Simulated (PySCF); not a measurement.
ZrH2, SMILES [ZrH2] (connectivity only; charge and spin as stated), neutral, multiplicity 3.

Geometry optimised at PBE0-D3(BJ)/def2-TZVPD. The spin state was assumed, not searched. The def2 effective core potentials stand for the cores of Zr; spin–orbit coupling is left out.

Computed with PBE0-D3(BJ)/def2-TZVPD (PySCF).

Frequencies are harmonic and unscaled.

**Question.** Estimate the vibrational spectrum. (The exact figures need the calculation; the answer reports its results.)

**Answer.** 
```
mode  ν (cm⁻¹)  IR (km/mol)  moving atoms (share of kinetic energy)
----  --------  -----------  --------------------------------------
1          592         67.7                                  H 99 %
2         1618        598.2                                  H 98 %
3         1642        192.9                                  H 99 %
```
